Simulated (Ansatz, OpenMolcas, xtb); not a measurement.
# CuCl (cuprous chloride): the vertical ionisation energy, rung by rung

CuCl has 2 atoms, charge 0, and is taken as a singlet. SMILES: `[Cl][Cu]`. The shape is that of a PBE0-D4/def2-TZVP optimisation.

```
atom    x (Å)    y (Å)    z (Å)
  Cl   0.8983  -0.3452   0.4464
  Cu  -0.8688   0.2850  -0.4424
```

Quantity: the vertical ionisation energy (to the doublet cation), in eV. The values are calculated.

| level | kind | program | value (eV) | CPU time (all runs) |
| --- | --- | --- | --- | --- |
| GFN1-xTB | semi-empirical | xtb | 14.93 | under 2 s |
| HF/cc-pVTZ | Hartree–Fock | Ansatz | 8.42 | 33 s |
| SVWN5/cc-pVTZ | LDA | OpenMolcas | 10.17 | 54 s |
| PBE/cc-pVTZ | GGA | Ansatz | 9.84 | 41 s |
| M06-L/cc-pVTZ | meta-GGA | OpenMolcas | 9.75 | 92 s |
| PBE0/cc-pVTZ | global hybrid | OpenMolcas | 9.95 | 67 s |
| MP2/cc-pVTZ | perturbation theory | Ansatz | 12.42 | 52 s |
| CCSD/cc-pVTZ | coupled cluster or CI | Ansatz | 10.35 | 78 s |

The values span 8.42 to 14.93 eV. The xTB values lack the empirical shift that such differences need. CPU times are rough (shared hosts, several kinds of processor): they show what a rung costs within a factor of a few.
